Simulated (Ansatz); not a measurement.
Mulliken charges of CH2BFOS, SMILES `O=C(S)BF` from r2SCAN/def2-TZVPP in Ansatz (PBE0-D4/def2-TZVP geometry).

| atom | x (Å) | y (Å) | z (Å) | charge (e) |
| --- | --- | --- | --- | --- |
| O1 | 0.513 | -1.881 | 0.371 | -0.278 |
| C2 | 0.199 | -0.721 | 0.364 | 0.182 |
| S3 | -0.016 | 0.189 | 1.895 | -0.073 |
| B4 | -0.031 | 0.138 | -0.963 | 0.283 |
| F5 | 0.855 | 0.034 | -1.920 | -0.206 |
| H6 | -0.490 | 1.305 | 1.315 | 0.102 |
| H7 | -0.969 | 0.868 | -1.108 | -0.010 |

By hand: the dipole of these point charges (1 e Å = 4.8032 D).

Σ q r = (-0.330, 0.534, 0.093) e Å, of length 0.635 e Å = 3.05 D.

How does the dipole of the full density compare? (An estimate is asked.)

Ansatz gave: (-0.257, 0.537, -0.047) e Å, 2.87 D; the point charges give 1.06 times that, at 14° from its direction.

Point charges leave out the atoms' own dipoles, such as those of lone pairs, and Mulliken's split depends on the basis, so the close match here is no proof of good charges.
